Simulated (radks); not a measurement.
Results of a calculation; reference values are marked as such.
Question: These are the eigenvalues of the occupied orbitals of an atom or ion with whole-number occupations (hartree). Level of theory: non-relativistic Kohn-Sham, PBE, spin-polarised, spherical densities, point nucleus (a radial shooting solver on a logarithmic mesh with Libxc functionals).

orbital  eigenvalue
1s up      -0.27909

Which element is it, and in what charge state? The configuration may be excited. Open shells, if any, are filled with parallel spins first.

Answer: Z = 1, hydrogen, charge 0: H in 1s1. The 1s level, -0.27909 hartree, gives Z - s = 0.7 by -(Z - s)^2/2, which with screening narrows Z to a few neighbours, and with so few levels the electron count can be read from the list.
